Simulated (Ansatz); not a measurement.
Isolated molecules relaxed with PBE0-D4/def2-TZVP in Ansatz; ΔE leaves out vibrations. CBS: MP2 limit from def2 TZ/QZ plus the TZ coupled-cluster correction, frozen cores. This one scheme is used for every species, atoms too. DFT in def2-TZVPP. B3LYP here is the variant with VWN-RPA as its local correlation; programs differ in this. HSE06 is defined as in plane-wave codes. No spin–orbit coupling; open shells (•) take unrestricted orbitals. Spin–orbit coupling would lower the free atoms: a little for C, S, Si. Each species was taken in one conformer, which may not be the lowest.

Reaction (atomization): `NC(S)C[SiH3]` → 2 C• + 9 H• + N• + S• + Si•

`NC(S)C[SiH3]`:

```xyz
14

N    -1.143    1.835   -0.106
C    -0.286    0.710   -0.409
S    -1.077   -0.329   -1.678
C     0.073   -0.200    0.765
Si    1.273   -1.604    0.371
H    -0.701    2.435    0.583
H    -2.022    1.509    0.281
H     0.637    1.109   -0.840
H    -1.282    0.668   -2.553
H    -0.841   -0.620    1.200
H     0.534    0.418    1.545
H     1.854   -2.112    1.644
H     0.602   -2.731   -0.322
H     2.378   -1.088   -0.481
```

```tsv
level	ΔE (kJ/mol)	difference from CCSD(T)/CBS
LDA (SPW92)	5466.0	665.0
PBE-D4	4865.0	64.0
revPBE-D4	4768.1	-32.9
BLYP-D4	4779.4	-21.6
r2SCAN-D4	4792.8	-8.2
B97M-V	4809.9	8.9
PBE0-D4	4801.1	0.1
B3LYP-D4	4801.6	0.6
r2SCANh-D4	4770.7	-30.3
r2SCAN0-D4	4739.5	-61.5
HSE06-D4	4803.9	2.9
BHLYP-D4	4685.4	-115.6
CAM-B3LYP-D4	4816.1	15.1
ωB97X-V	4826.6	25.6
ωB97M-V	4822.0	21.0
B2PLYP	4733.4	-67.6
PBE-QIDH	4758.0	-43.0
revPBE	4666.4	-134.6
BLYP	4706.6	-94.4
r2SCAN	4784.5	-16.5
PBE0	4773.2	-27.8
B3LYP	4748.4	-52.6
r2SCANh	4761.9	-39.1
r2SCAN0	4729.8	-71.2
HSE06	4777.9	-23.1
BHLYP	4645.5	-155.5
LC-ωPBE	4760.2	-40.8
HF/def2-SVP	3461.9	-1339.1
MP2/def2-SVP	4517.4	-283.6
CCSD/def2-SVP	4466.6	-334.4
CCSD(T)/def2-SVP	4513.4	-287.6
MP2/def2-TZVPP	4697.9	-103.1
SCS-MP2/def2-TZVPP	4712.8	-88.2
CCSD/def2-TZVPP	4603.7	-197.3
CCSD(T)/def2-TZVPP	4669.9	-131.1
HF/def2-QZVPP	3455.6	-1345.4
MP2/def2-QZVPP	4775.4	-25.6
SCS-MP2/def2-QZVPP	4800.6	-0.4
HF/CBS(def2)	3456.7	-1344.3
MP2/CBS(def2)	4829.0	28.0
CCSD(T)/CBS	4801.0	0
```

(1) What do rigid-rotor, harmonic-oscillator terms from PBE0-D4/def2-TZVP frequencies (298.15 K, 1 bar) make of the CCSD(T)/CBS value? (Best estimate.)

Largest T1 diagnostic among the species: 0.012.

Results:

(1) Computed: ΔZPE = -281.7 kJ/mol, ΔH = +4582.8 kJ/mol, ΔS = 1480 J/(mol·K), ΔG = +4141.5 kJ/mol. Open shells count their whole term as degenerate.

From r2SCAN to r2SCAN0 (25 % exact exchange), in def2-TZVPP and without D4, ΔE moves by −54.7 kJ/mol: exact exchange takes away binding that semilocal exchange gives to molecules. Leaving LDA and LC-ωPBE aside and taking each functional with its dispersion term where it has one, the values spread over 179.6 kJ/mol, from BHLYP-D4 to PBE-D4. LDA lies +634.0 kJ/mol from PBE without D4, its usual overbinding. At CCSD(T), def2-SVP lies −287.6 kJ/mol from the extrapolated value and def2-TZVPP −131.1 kJ/mol: correlation converges slowly with the basis, and small sets miss more of it in the bonded molecule than in its fragments.

For atomizations the MP2-based limit and the directly extrapolated one differ by several kJ/mol either way, and by 10 to 25 for some Ge, Se and Sn compounds, so smaller differences from it don't rank the levels.
